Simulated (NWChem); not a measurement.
Molecule: Si2NH5F2; SMILES F[SiH2]N[SiH2]F

```xyz
10

Si    -0.3289     1.3839    -0.0875
F      0.8394     2.3826    -0.6181
N      0.3393    -0.0679     0.5677
Si     0.4816    -1.6150    -0.1872
F     -0.7050    -2.6168     0.2945
H     -1.0597     2.1307     0.9683
H     -1.1697     1.0216    -1.2553
H      0.6940    -0.0037     1.5197
H      1.7556    -2.2638     0.2159
H      0.3406    -1.4299    -1.6529
```
Atoms are numbered in this order, from 1.

The geometry was optimised at PBE0/def2-SVP.

**Question.** Give the principal values of the shielding tensors (ppm) of Si1, F2, N3 from Hartree-Fock/6-31G* (spherical d), GIAO (NWChem), with their diamagnetic and paramagnetic parts as GIAO splits them.

**Answer.** 
```tsv
atom	σ11	σ22	σ33	isotropic	diamagnetic	paramagnetic
Si1	463.6	465.6	479.3	469.5	876.8	-407.3
F2	312.4	383.2	421.1	372.2	473.5	-101.2
N3	180.8	234.4	255.0	223.4	327.9	-104.5
```
